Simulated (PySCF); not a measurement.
**Static response to an electric field**

Compound: C9H6O.
Structure used (PBE0-D3(BJ)/def2-SVP), in Å, numbered top down from 1:
```xyz
16
C9H6O angstrom
C      3.873    0.199   -0.941
C      2.689    0.146   -0.681
C      1.296    0.080   -0.374
C      0.451   -0.779   -1.097
C     -0.902   -0.841   -0.789
C     -1.432   -0.053    0.238
C     -2.872   -0.131    0.566
O     -3.407    0.498    1.445
C     -0.593    0.806    0.960
C      0.757    0.874    0.658
H      4.922    0.247   -1.170
H      0.870   -1.393   -1.896
H     -1.561   -1.509   -1.350
H     -3.456   -0.841   -0.075
H     -1.032    1.411    1.757
H      1.418    1.541    1.215
```

Level: CAM-B3LYP/def2-SVPD (PySCF), static field, nuclei fixed, core orbitals frozen in the response. The polarisability tensor in these axes (au):

```
x   175.87   6.54 -25.40
y     6.54  78.00  19.96
z   -25.40  19.96  87.98
```

Give the principal values, the mean and the anisotropy Δα = √{½[(α1 − α2)² + (α2 − α3)² + (α1 − α3)²]}.

Principal values 58.55, 100.61 and 182.70 au; mean 113.95 au = 16.89 Å³ = 18.79 × 10⁻⁴⁰ C²·m²/J; Δα = 109.37 au (96 % of the mean).

What is the dipole moment, and where does it point?

(2.26, -1.11, -1.92) D, 3.16 D in size, pointing from the negative to the positive side. Measured along this direction, the outermost atoms are O8 at the negative end and H11 at the positive end.

What would n − 1 = 2πNα be for an ideal gas of these molecules at 273.15 K and 1 atm, electronic part alone?

N = p/kT = 2.6868 × 10¹⁹ cm⁻³, so n − 1 = 2π × N × 16.89 × 10⁻²⁴ cm³ = 2851 × 10⁻⁶ at long wavelengths.

Find the Langevin capture rate constant for NO+ (29.998 u) meeting this molecule (130.042 u), k = 2.342 × 10⁻⁹ cm³/s × √(α in Å³ / reduced mass in u).

The reduced mass is 24.38 u, so k = 1.95 × 10⁻⁹ cm³/s. The formula leaves out the permanent dipole, which adds to the capture rate.

How large is μ²/3kT at 273 K beside α?

In Gaussian units μ²/3kT = 88.41 Å³ against 16.89 Å³, a ratio of 5.24; the Debye molar polarisation (4π/3)N_A(α + μ²/3kT) is 265.6 cm³/mol, leaving out the vibrational part.

Form Σ f/ω² (atomic units) for the 6 lowest TDDFT singlets, given as eV and f, and set it beside the mean polarisability, which is this sum over all singlets: 3.82, 0.0002; 4.74, 0.5338; 4.81, 0.0182; 5.26, 0.0000; 6.11, 0.1310; 6.35, 0.0000.

They add up to 20.77 au, 18.2 % of the 113.95 au; the largest single term is 17.57 au, from the state at 4.74 eV. Terms in order: 0.01, 17.57, 0.58, 0.00, 2.60, 0.00 au. Higher excitations give the rest. The strengths listed sum to 0.683.

What molar refraction does this α imply?

Lorentz–Lorenz: R = (4π/3)N_A α = 2.5225 cm³/(mol·Å³) × 16.89 Å³ = 42.6 cm³/mol, in the limit of long wavelengths.

The structure is a single PBE0-D3(BJ)/def2-SVP conformer in the gas phase; no vibrational or solvent corrections.
